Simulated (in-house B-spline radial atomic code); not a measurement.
F⁶⁺. Computed with a B-spline radial atomic code. Model: all-electron spherical atom, spin shells full or empty, radial basis limit, no spin-orbit coupling: exact exchange with a local potential (Slater, KLI or optimised effective potential, whose far tail is KLI's), no correlation.

Empty minority-spin level lies below the highest occupied level: each spin potential is zero at infinity, spin occupations fixed.

The run also made RPA and GW results, which its time includes.

The Slater potential averages the orbital exchange potentials with the orbital densities as weights, KLI adds orbital constants, and the optimised effective potential minimises the exact-exchange energy among local potentials. So their energies lie above Hartree-Fock in the order OEP, KLI, Slater. All fall off as −1/r, unlike LDA and GGA exchange.

Command:
```bash
python run_gw.py task.json out
```
Settings (lengths in bohr, energies in hartree):
```
Z                      9
electrons              3
configuration          [He] 2s1
hamiltonian            nr
method                 oep
lmax                   9
spin_polarised         True
box_radius             9.29
intervals              61
ion_configuration      1s2
```

Time taken, with all properties: 2.2 s on 1 thread of Arm Neoverse N1 (shared host).

Given: hamiltonian non-relativistic; mean-field start exchange-only OEP.

Computed: energy above Hartree-Fock 0.41248 millihartree; virial ratio -E/T less 1 0.

```tsv
radius (bohr)	r times exchange potential up (hartree bohr)	r times exchange potential down (hartree bohr)
0.00556	-0.042452	-0.048107
0.00654	-0.049898	-0.056552
0.00769	-0.058619	-0.066447
0.00905	-0.068892	-0.078113
0.0107	-0.081304	-0.092217
0.0125	-0.094764	-0.10753
0.0147	-0.11109	-0.12613
0.0174	-0.1309	-0.14875
0.0204	-0.15259	-0.17359
0.024	-0.17814	-0.20295
0.0283	-0.20788	-0.2373
0.0333	-0.24129	-0.27616
0.0392	-0.27903	-0.32044
0.0461	-0.32067	-0.3699
0.0542	?	?
0.0638	-0.41482	-0.48489
0.0751	-0.4654	-0.5493
0.0883	-0.51562	-0.616
0.104	-0.56379	-0.68419
0.122	?	?
0.144	-0.63982	-0.81183
0.169	-0.66065	-0.86539
0.199	-0.66347	-0.91075
0.234	-0.63751	-0.9453
0.276	-0.55886	-0.96993
0.325	-0.43789	-0.98524
0.382	-0.43214	-0.99363
0.45	-0.59665	-0.9977
0.529	-0.73508	-0.9993
0.623	-0.82118	-0.99984
0.733	-0.88469	-0.99997
0.862	-0.93371	-1
1.01	-0.96685	-1
1.19	-0.9867	-1
1.4	-0.99566	-1
1.65	-0.999	-1
1.94	-0.99976	-1
```

(1) What belongs in the row 0.0542?

(2) What belongs in the row 0.122?

```tsv
occupied	level (hartree)	Hartree-Fock level (hartree)
1s up	-32.196	-33.58
1s down	-33.426	-33.426
2s up	-6.7939	-6.7938
```

| empty | level (hartree) |
| --- | --- |
| 2s down | -7.119 |
| 2p down | -6.7839 |
| 2p up | ? |
| 3s down | -2.9829 |
| 3s up | -2.9084 |
| 3p down | -2.8767 |
| 3d down | -2.7658 |
| 3p up | ? |
| 3d up | -2.7239 |

(3) What belongs in the row 2p up?

(4) What belongs in the row 3p up?

Answers

(1) r times exchange potential up (hartree bohr): -0.36604; r times exchange potential down (hartree bohr): -0.42468.

(2) r times exchange potential up (hartree bohr): -0.60557; r times exchange potential down (hartree bohr): -0.74905.

(3) level (hartree): -6.2518.

(4) level (hartree): -2.7639.

The highest level, 2s up, differs from Hartree-Fock by -0.0015 eV and the deepest, 1s down, by -0.000275 eV: a local potential can match the highest level but can't give each shell its own exchange.
